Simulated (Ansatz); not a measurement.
CH4AlBrSe, SMILES `C[Se][AlH][Br]` from Hartree–Fock to CCSD(T)

```tsv
atom	x (Å)	y (Å)	z (Å)
C1	-1.085	-0.885	-0.463
Se2	0.816	-0.760	-0.936
Al3	1.511	0.965	0.404
Br4	0.026	1.978	1.777
H5	-1.341	-0.149	0.295
H6	-1.664	-0.710	-1.367
H7	-1.268	-1.889	-0.087
H8	3.006	1.450	0.378
```

Charge 0, multiplicity 1. Correlated methods include outer-core shells of Br, Se, which these sets cover unevenly. Scalar relativity is left out up to krypton. The structure was optimised at the PBE0-D4/def2-TZVP level. It is one conformer, not always the lowest. Frozen core, restricted reference, the Gaussian-basis code of Ansatz.

| basis | HF (Eh) | MP2 corr. |
| --- | --- | --- |
| def2-SVP | -5253.76892 | -0.66947 |
| def2-TZVPP | -5254.51246 | -0.79857 |
| def2-QZVPP | -5254.61770 | -1.43786 |

Question: Estimate the CCSD correlation energy and the (T) correction in each basis where they were run (hartree).

Answer: 
| basis | CCSD corr. | (T) |
| --- | --- | --- |
| def2-SVP | -0.69738 | -0.01821 |
| def2-TZVPP | -0.82864 | -0.03116 |
